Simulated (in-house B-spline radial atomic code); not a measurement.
# Os4+: [Ar] (3d3/2)3 (3d5/2)6 4s2 (4p1/2)2 (4p3/2)3 4d10 4f14 5s2 5p6 5d6 (with a hole in an inner shell)

Level of theory: Dirac-Kohn-Sham B3LYP, spherical fractional occupations, Fermi nucleus of rms radius 5.4126 fm; calculated with an all-electron radial atomic-structure program (B-spline basis).

Effective charges: Z_r = [3n² - l(l+1)]/(2<r>) from the radius, Z_e = n√(-2ε) from the energy, and Slater's rules. Values are occupation-weighted means over j. An effective charge above Z reflects the relativistic contraction of the inner shells.

```csv
shell,electrons,ε (eV),<r> (bohr),Z_r,Z_e,Slater
1s,2,-74018,0.01774,84.56,73.76,75.70
2s,2,-13036,0.07422,80.85,61.91,71.85
2p,6,-11465,0.06673,74.93,58.06,71.85
3s,2,-3126.7,0.1925,70.12,45.48,64.75
3p,6,-2656.4,0.1925,64.93,41.92,64.75
3d,9,-2087.6,0.1753,59.91,37.16,55.20
4s,2,-721.71,0.4273,56.17,29.13,49.45
4p,5,-568.23,0.4498,51.14,25.85,49.45
4d,10,-356.74,0.4783,43.91,20.48,38.85
5s,2,-151.32,0.9721,38.58,16.67,20.20
4f,14,-129.48,0.5184,34.72,12.34,27.45
5p,6,-107.51,1.103,33.10,14.06,20.20
5d,6,-53.053,1.449,23.81,9.87,8.25
```

The least bound orbital is 5d5/2 at -52.39 eV, and it is also the most diffuse (<r> = 1.463 bohr). The part-filled 3d shell lies below the filled 5p shell in orbital energy.

For the 1s electron the small component carries 8.26 % of the norm, the zero-frequency Breit interaction raises the level by 266 eV, self-energy by 167.8 eV, and vacuum polarisation lowers it by 32.7 eV.

Caution: exact exchange at fractional occupations of open shells leaves self-interaction of up to several eV.
